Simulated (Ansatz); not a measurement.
The cluster Cu3H⁻. Charge -1, multiplicity 2. Geometry PBE-D4/def2-TZVP, that of the neutral singlet; atoms count from 1.

Cartesian coordinates in Å:
```
Cu 0.0358 -0.6544 0.2778
Cu -0.8830 1.2498 -0.8538
Cu 1.2681 1.4607 -0.0854
H -0.4209 -2.0560 0.6614
```

The highest occupied level of the charge -1 doublet lies above zero (up to 0.11 eV). By energy differences its removal costs 1.36 eV (vertical, to the charge 0 singlet, at PBE0-D4/def2-TZVPD); a positive level beside a positive removal energy at the same level points to self-interaction error. The structure comes from a short search, and lower isomers may exist.

Problem. Estimate the Mulliken populations from the PBE0/def2-TZVPD orbitals of Ansatz.

Solution. 
```csv
atom,charge (e),spin (α − β),d electrons
Cu1,-0.83,0.05,9.86
Cu2,-0.14,0.51,9.91
Cu3,-0.13,0.45,9.92
H4,0.11,-0.02,–
```
Mulliken values and Mayer orders depend strongly on the basis. With diffuse functions, as here, like atoms can get unlike values, and bond orders can come out too low or too high.

Problem. Where does the spin sit?

Solution. Summed by element: Cu 1.02, H -0.02, of 1 unpaired in all. Largest on single atoms: Cu2 0.51, Cu3 0.45, Cu1 0.05.

Problem. And the Mayer bond orders between bonded heavy atoms (over 0.3)?

Solution. Cu1–Cu2 0.62 (2.40 Å); Cu1–Cu3 0.52 (2.47 Å); Cu2–Cu3 0.89 (2.29 Å).
